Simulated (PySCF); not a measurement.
SMILES [SeH]CC=O, PBE/def2-SVP optimised geometry.

```
8

O      1.45    -0.60     0.00
C      0.23    -0.60     0.00
C     -0.61     0.66     0.00
Se    -1.52     0.78     1.76
H     -0.37    -1.56     0.04
H      0.00     1.56    -0.19
H     -1.45     0.58    -0.73
H     -0.25     0.92     2.51
```

Density from PySCF with PBE/def2-TZVP at that geometry.

Minimum of the electron density along straight lines between bonded atoms, close to the bond critical point (lines longer than 1.1 times the sum of covalent radii, or with two minima, are not listed):

| bond | length / Å | ρ at the minimum / e bohr⁻³ | ∇²ρ there / e bohr⁻⁵ | position (fraction from the first atom) |
|---|---|---|---|---|
| O1–C2 | 1.215 | 0.415 | -0.17 | 0.66 |
| C2–C3 | 1.510 | 0.257 | -0.64 | 0.50 |
| C3–Se4 | 1.983 | ___ | ___ | 0.48 |
| C2–H5 | 1.132 | 0.262 | -0.87 | 0.65 |
| C3–H6 | 1.106 | 0.271 | -0.91 | 0.65 |
| C3–H7 | 1.109 | 0.266 | -0.87 | 0.65 |
| Se4–H8 | 1.487 | 0.171 | ___ | 0.63 |

### Question
Complete the blanks.

### Answer

- C3–Se4, ρ at the minimum / e bohr⁻³: 0.136
- C3–Se4, ∇²ρ there / e bohr⁻⁵: -0.11
- Se4–H8, ∇²ρ there / e bohr⁻⁵: -0.31
